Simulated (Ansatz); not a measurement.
Reaction (formal exchange of groups at a Ge–C bond): `[GeH3][CH]1O[SiH2]O1` + `C#[C][GeH3]` → `[GeH3][C]#[C][GeH3]` + `C1O[SiH2]O1`

Calculated with Ansatz (gas phase, PBE0-D4/def2-TZVP geometries, no zero-point term in ΔE). CCSD(T)/CBS is the MP2 limit (def2-TZVPP, def2-QZVPP) plus CCSD(T) − MP2 in def2-TZVPP, frozen cores. Functionals use def2-TZVPP. For Ge outer-core shells are correlated without core-valence functions, which leaves a few kJ/mol of doubt a bond. Scalar relativity is left out up to krypton.

| level | ΔE (eV) |
| --- | --- |
| PBE | -0.47 |
| MP2/def2-QZVPP | -0.54 |
| SCS-MP2/def2-QZVPP | -0.56 |
| CCSD/CBS(def2) | -0.51 |

Problem. What does CCSD(T)/CBS give? (Estimate.)

Solution. The calculation gave: -0.49 eV. The listed levels differ from it by 0.02, -0.05, -0.07, -0.02 eV.

Largest T1 diagnostic among the species: 0.013.

From PBE to PBE0 (25 % exact exchange), in def2-TZVPP and without D4, ΔE moves by −0.06 eV. The D4 term adds +0.05 eV with B3LYP and +0.03 eV with PBE0; it sums over pairs of atoms, weighted by their polarisabilities, and B3LYP, whose exchange is more repulsive, gets the larger term. In def2-TZVPP, CCSD(T) changes the Hartree–Fock value by +0.14 eV (the triples alone add +0.01 eV) and MP2 by +0.10 eV.

B3LYP here is the variant with VWN-RPA as its local correlation; programs differ in this.
